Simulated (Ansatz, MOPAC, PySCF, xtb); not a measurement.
Lewis adduct: AlH3 (SMILES [AlH3]) (first 4 atoms) with CH2O (SMILES C=O); geometry from B3LYP-D3(BJ)/def2-TZVP, rigid monomers moved along the line of their centres of mass till Al1···O6 is 2.31 Å.
(charge 0, multiplicity 1):
| atom | x (Å) | y (Å) | z (Å) |
|---|---|---|---|
| Al | 0.1542 | 0.3326 | 0.9096 |
| H | 1.0586 | 1.6346 | 1.0034 |
| H | -1.3715 | 0.4540 | 1.3850 |
| H | 0.4996 | -0.7749 | -0.1750 |
| C | 0.1070 | -1.0584 | 3.7749 |
| O | 0.8193 | -0.7644 | 2.8363 |
| H | -0.9615 | -0.8071 | 3.7686 |
| H | 0.5354 | -1.5805 | 4.6382 |

Interaction energies are E(AB) − E(A) − E(B) at the monomers' geometry in the complex; basis-set methods are counterpoise corrected. Rows marked so take none.

Rows in 6-311+G** carry no dispersion term and start afresh at each structure. The state that PM6 reach isn't checked.

Programs: Ansatz (Gaussian basis) for Hartree–Fock, density functionals and correlated methods; MOPAC for PM6 (differences of heats of formation); PySCF for 6-311+G** rows, the dispersion terms; xtb for the GFN methods. Each number belongs to the level named beside it.

Problem. One of these levels gives -72.1 kJ/mol for the interaction energy. Which one is it?
A. B3LYP/6-311+G** (no counterpoise)
B. PM6
C. GFN1-xTB
D. PBE-D3(BJ)/def2-TZVPPD

Solution. A, B3LYP/6-311+G** (no counterpoise). The others give -65.8 (PM6), -120.3 (GFN1-xTB), -80.9 (PBE-D3(BJ)/def2-TZVPPD)

Ansatz is a first-principles code.
